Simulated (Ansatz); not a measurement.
Basis sets compared for Hf(OH)4 (HfO4H4). Total charge 0; singlet. Geometry PBE0-D4/def2-SVP. Ansatz on 4 threads of Arm Neoverse V2 on a shared host; times are rough, and most runs start from earlier orbitals.

| atom | x (Å) | y (Å) | z (Å) |
| --- | --- | --- | --- |
| Hf1 | 0.000 | 0.000 | 0.000 |
| O2 | -1.649 | 1.004 | 0.048 |
| H3 | -2.468 | 1.491 | 0.073 |
| O4 | 0.762 | 0.098 | -1.772 |
| H5 | 1.131 | 0.154 | -2.648 |
| O6 | -0.356 | -1.845 | 0.447 |
| H7 | -0.527 | -2.754 | 0.675 |
| O8 | 1.244 | 0.742 | 1.277 |
| H9 | 1.864 | 1.110 | 1.900 |

In the def2 sets Hf takes a core potential; there is no spin–orbit coupling.

Binding counts from free atoms (Hf triplet, O triplet, H doublet) in the same basis, without a counterpoise term.

```json
{"level": "PBE-D4/def2-SVP", "functions": "108", "energy (Eh)": "-351.0559", "HOMO (eV)": "-6.47", "LUMO (eV)": "-0.36", "binding per atom (eV)": "4.64", "wall time": "1 s"}
{"level": "PBE-D4/def2-TZVP", "functions": "188", "energy (Eh)": "-351.4374", "HOMO (eV)": "-6.73", "LUMO (eV)": "-0.58", "binding per atom (eV)": "4.62", "wall time": "1.4 s"}
{"level": "r2SCAN-D4/def2-TZVP", "functions": "188", "energy (Eh)": "-351.6115", "HOMO (eV)": "-7.12", "LUMO (eV)": "0.04", "binding per atom (eV)": "4.56", "wall time": "3 s"}
{"level": "PBE0-D4/def2-SVP", "functions": "108", "energy (Eh)": "-351.0162", "HOMO (eV)": "-8.21", "LUMO (eV)": "0.37", "binding per atom (eV)": "4.47", "wall time": "1.1 s"}
{"level": "PBE0-D4/def2-TZVP (with forces)", "functions": "188", "energy (Eh)": "-351.3968", "HOMO (eV)": "-8.42", "LUMO (eV)": "0.13", "binding per atom (eV)": "4.46", "wall time": "2.9 s"}
```

**Question.** Estimate the rows for PBE-D4/def2-TZVPD, r2SCAN-D4/def2-TZVPD, PBE0-D4/def2-TZVPD.

**Answer.** 
```tsv
level	functions	energy (Eh)	HOMO (eV)	LUMO (eV)	binding per atom (eV)	wall time
PBE-D4/def2-TZVPD	239	-351.4445	-6.91	-0.91	4.63	2.2 s
r2SCAN-D4/def2-TZVPD	239	-351.6158	-7.25	-0.30	4.56	4.6 s
PBE0-D4/def2-TZVPD	239	-351.4024	-8.56	-0.27	4.47	3.1 s
```
